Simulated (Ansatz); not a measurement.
Reaction (redistribution): `FB(F)OP` + `C[SiH2]OC(C)=O` → `CC(=O)OB(F)F` + `C[SiH2]OP`

Computed with Ansatz on PBE0-D4/def2-TZVP structures; ΔE is electronic, products minus reactants. CCSD(T)/CBS is the MP2 limit (def2-TZVPP, def2-QZVPP) plus CCSD(T) − MP2 in def2-TZVPP, frozen cores. DFT in def2-TZVPP. B3LYP here is the variant with VWN-RPA as its local correlation; programs differ in this. One conformer a species, not always the lowest.

| level | ΔE (kJ/mol) |
| --- | --- |
| PBE-D4 | 22.1 |
| r2SCAN-D4 | 21.1 |
| B3LYP-D4 | 20.1 |
| PBE | 23.1 |
| PBE0 | 22.0 |
| MP2/def2-TZVPP | 21.3 |
| MP2/def2-QZVPP | 20.4 |
| CCSD/CBS(def2) | 20.2 |

**Question.** What does CCSD(T)/CBS give? (An estimate is asked.)

**Answer.** Computed: +20.8 kJ/mol. The listed levels differ from it by 1.3, 0.3, -0.7, 2.3, 1.2, 0.5, -0.4, -0.6 kJ/mol.

Largest T1 diagnostic among the species: 0.014.
